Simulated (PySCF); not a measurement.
H2Be (SMILES [BeH2]), singlet, at a GFN2-xTB geometry (such geometries of metal compounds can be far from the true shape); R2SCAN/cc-pVDZ (PySCF).

The PySCF input:
```python
from pyscf import gto, scf, dft

mol = gto.M(
    atom='''
Be    0.000000    0.000000    0.000000
H     0.000000    0.000000    1.279391
H    -0.000000   -0.000000   -1.279391
''',
    basis='cc-pvdz',
    charge=0,
    spin=0,
    verbose=5,
)

mf = dft.RKS(mol)
mf.xc = 'r2scan'
mf.grids.atom_grid = (150, 974)
mf.kernel()
```

It wrote (shortened):

```
PySCF version 2.14.0

[INPUT] verbose = 5
[INPUT] max_memory = 4000
[INPUT] num. atoms = 3
[INPUT] num. electrons = 6
[INPUT] charge = 0
[INPUT] spin (= nelec alpha-beta = 2S) = 0
[INPUT] symmetry False subgroup None
[INPUT] Mole.unit = angstrom
[INPUT] Symbol           X                Y                Z      unit          X                Y                Z       unit  Magmom
[...]
[INPUT] ---------------- BASIS SET ----------------
[INPUT] l, kappa, [nprim/nctr], expnt,             c_1 c_2 ...
[INPUT] H
[...]
                                1.962             0.137977
                                0.4446            0.478148
[...]
[INPUT] Be
[...]
                                441.2             0.005236 -0.000966
                                100.5             0.026606 -0.004831
                                28.43             0.099993 -0.019314
                                9.169             0.269702 -0.05328
                                3.196             0.451469 -0.120723
                                1.159             0.295074 -0.133435
                                0.1811            0.012587 0.530767
[...]
                                0.711             0.169365
                                0.1951            0.513458
[...]
nuclear repulsion = 3.51574013950387
number of shells = 11
number of NR pGTOs = 40
number of NR cGTOs = 24
basis = cc-pvdz
ecp = {}

******** <class 'pyscf.dft.rks.RKS'> ********
method = RKS
initial guess = minao
damping factor = 0
level_shift factor = 0
DIIS = <class 'pyscf.scf.diis.CDIIS'>
diis_start_cycle = 1
diis_space = 8
diis_damp = 0
SCF conv_tol = 1e-09
SCF conv_tol_grad = None
SCF max_cycles = 50
direct_scf = True
direct_scf_tol = 1e-13
XC library pyscf.dft.libxc version 7.1.2
    S. Lehtola, C. Steigemann, M. J. T. Oliveira, and M. A. L. Marques,  SoftwareX 7, 1–5 (2018)
XC functionals = r2scan
    J. W. Furness, A. D. Kaplan, J. Ning, J. P. Perdew, and J. Sun,  J. Phys. Chem. Lett. 11, 8208–8215 (2020)
    J. W. Furness, A. D. Kaplan, J. Ning, J. P. Perdew, and J. Sun,  J. Phys. Chem. Lett. 11, 9248–9248 (2020)
    J. W. Furness, A. D. Kaplan, J. Ning, J. P. Perdew, and J. Sun,  J. Phys. Chem. Lett. 11, 8208–8215 (2020)
    J. W. Furness, A. D. Kaplan, J. Ning, J. P. Perdew, and J. Sun,  J. Phys. Chem. Lett. 11, 9248–9248 (2020)
radial grids:
    Treutler-Ahlrichs [JCP 102, 346 (1995); DOI:10.1063/1.469408] (M4) radial grids

becke partition: Becke, JCP 88, 2547 (1988); DOI:10.1063/1.454033
[...]
nelec by numeric integration = 5.9999999993716155
E1 = -27.32678204488613  E2 = 7.927900157146068  Ecoul = 11.51181385420482  Exc = -3.5839136970587533
cycle= 3 E= -15.8831417482362  delta_E= -0.000703  |g|= 0.00268  |ddm|= 0.0547
[...]
  mo_energy =
[-3.93349536 -0.32298738 -0.2879533  -0.03640968 -0.03640968  0.08477087
  0.14766596  0.22405499  0.24342636  0.24342636  0.40650083  0.42959759
  0.42959759  0.49297107  0.51937549  0.51937558  0.88963788  1.35363556
  1.41941793  1.41941793  1.81430162  1.81430162  2.16659985  2.20642141]
nelec by numeric integration = 5.999999999359253
E1 = -27.32923923636521  E2 = 7.930354704805648  Ecoul = 11.514200060411731  Exc = -3.5838453556060834
cycle= 4 E= -15.8831443920557  delta_E= -2.64e-06  |g|= 0.000472  |ddm|= 0.00486
[...]
  mo_energy =
[-3.9327929  -0.32270897 -0.2876952  -0.03615163 -0.03615163  0.08494376
  0.14775514  0.22424746  0.24363553  0.24363553  0.40666096  0.42979262
  0.42979262  0.49314518  0.51964168  0.51964181  0.88979838  1.35388428
  1.41964118  1.41964118  1.81449023  1.81449023  2.16684632  2.20669545]
nelec by numeric integration = 5.999999999360142
E1 = -27.32843816306907  E2 = 7.929553503916687  Ecoul = 11.513258089091094  Exc = -3.5837045851744067
cycle= 5 E= -15.8831445196485  delta_E= -1.28e-07  |g|= 1.47e-05  |ddm|= 0.000959
[...]
  mo_energy =
[-3.93281214 -0.32271614 -0.28770288 -0.03615741 -0.03615741  0.08493827
  0.14775027  0.2242423   0.243627    0.243627    0.40665294  0.42978614
  0.42978614  0.49314126  0.51963688  0.51963703  0.88979344  1.35387813
  1.41963411  1.41963411  1.81448465  1.81448465  2.16684087  2.20668889]
nelec by numeric integration = 5.999999999360098
E1 = -27.32846260084316  E2 = 7.92957794157107  Ecoul = 11.513287628372984  Exc = -3.583709686801914
cycle= 6 E= -15.8831445197682  delta_E= -1.2e-10  |g|= 7.11e-07  |ddm|= 3.19e-05
[...]
  mo_energy =
[-3.93281119 -0.32271555 -0.28770226 -0.03615694 -0.03615694  0.08493867
  0.14775097  0.22424284  0.24362739  0.24362739  0.40665359  0.42978659
  0.42978659  0.49314197  0.51963741  0.51963756  0.88979422  1.35387874
  1.41963465  1.41963465  1.81448517  1.81448517  2.16684157  2.20668957]
nelec by numeric integration = 5.999999999360097
E1 = -27.32846211702102  E2 = 7.929577457748804  Ecoul = 11.513286923980514  Exc = -3.58370946623171
Extra cycle  E= -15.8831445197683  delta_E= -1.21e-13  |g|= 1.06e-07  |ddm|= 1.31e-06
converged SCF energy = -15.8831445197683
```
